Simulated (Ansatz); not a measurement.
Consider the formal exchange of groups at a C–Si bond: `ClC[SiH2][SeH]` + `[CH3][AlH][CH3]` → `[CH3][AlH][CH2]CCl` + `[SiH3][SeH]`.

Calculated with Ansatz (gas phase, PBE0-D4/def2-TZVP geometries, no zero-point term in ΔE). CCSD(T)/CBS adds triple-zeta CCSD(T) − MP2 to the extrapolated MP2 energy (def2 sets, frozen cores). DFT in def2-TZVPP. For Se outer-core shells are correlated without core-valence functions, which leaves a few kJ/mol of doubt a bond. Scalar relativity is left out up to krypton. One conformer a species, not always the lowest.

**Question.** Is it downhill or uphill in electronic energy at CCSD(T)/CBS, and by how much? (An estimate is asked.)

**Answer.** Ansatz gave: Uphill: ΔE = +37.8 kJ/mol.

**Question.** What do these levels give: PBE-D4, PBE0-D4, ωB97X-V, B2PLYP, PBE, r2SCAN, PBE0, MP2/def2-TZVPP, CCSD(T)/def2-TZVPP, SCS-MP2/def2-QZVPP, MP2/CBS(def2), CCSD/CBS(def2)? (Estimate.)

**Answer.** Computed: PBE-D4 37.1, PBE0-D4 36.9, ωB97X-V 35.5, B2PLYP 37.2, PBE 36.6, r2SCAN 38.4, PBE0 36.5, MP2/def2-TZVPP 38.5, CCSD(T)/def2-TZVPP 36.1, SCS-MP2/def2-QZVPP 36.8, MP2/CBS(def2) 40.2, CCSD/CBS(def2) 37.5 kJ/mol.

Largest T1 diagnostic among the species: 0.009.

In def2-TZVPP, CCSD(T) changes the Hartree–Fock value by +4.1 kJ/mol (the triples alone add +0.4 kJ/mol) and MP2 by +6.5 kJ/mol.
